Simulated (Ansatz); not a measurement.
Calculated with Ansatz (gas phase, PBE0-D4/def2-TZVP geometries, no zero-point term in ΔE). CBS: MP2 limit from def2 TZ/QZ plus the TZ coupled-cluster correction, frozen cores. This one scheme is used for every species. Functionals use def2-TZVPP. For Ge, Se outer-core shells are correlated without core-valence functions, which leaves a few kJ/mol of doubt a bond. Scalar relativity is left out up to krypton.

Consider the formal exchange of groups at a Ge–Se bond: `C[Se][GeH3]` + `C=O` → `O=[CH][GeH3]` + `C[SeH]`.

`C[Se][GeH3]`:

```xyz
9

C    -0.717   -0.231   -1.445
Se    0.330   -1.397   -0.275
Ge    0.714    0.185    1.412
H    -1.621    0.103   -0.940
H    -0.988   -0.831   -2.313
H    -0.120    0.621   -1.767
H     1.548   -0.515    2.493
H    -0.625    0.672    1.995
H     1.479    1.393    0.840
```

`C=O`:

Z-matrix (Å, degrees):
```
C
O 1 1.195
H 1 1.109 2 122.0
H 1 1.109 2 122.0 3 -180.0
```

`O=[CH][GeH3]`:

Z-matrix (Å, degrees):
```
Ge
C 1 2.006
H 1 1.538 2 108.4
H 1 1.538 2 108.5 3 117.7
H 1 1.531 2 109.1 3 -121.1
O 2 1.199 1 123.0 3 121.0
H 2 1.116 1 117.1 3 -59.0
```

`C[SeH]`:

Z-matrix (Å, degrees):
```
C
Se 1 1.949
H 1 1.088 2 110.6
H 1 1.087 2 110.6 3 -123.3
H 1 1.089 2 106.0 3 118.4
H 2 1.468 1 95.4 3 61.7
```

CCSD(T)/CBS gives +82.3 kJ/mol.

(1) Another level gave +76.1 kJ/mol. Which?
A. BHLYP/def2-TZVPP
B. B97M-V/def2-TZVPP
C. PBE/def2-TZVPP
D. MP2/def2-TZVPP

Largest T1 diagnostic among the species: 0.015.

## Answers

(1) B. B97M-V 76.1, BHLYP 80.5, PBE 71.5, MP2/def2-TZVPP 86.7 kJ/mol.

Leaving LDA and LC-ωPBE aside and taking each functional with its dispersion term where it has one, the values, not all of them listed here, spread over 12.8 kJ/mol, from BLYP-D4 to BHLYP-D4. LDA lies −3.9 kJ/mol from PBE without D4. From BLYP to BHLYP (50 % exact exchange), in def2-TZVPP and without D4, ΔE moves by +12.5 kJ/mol.
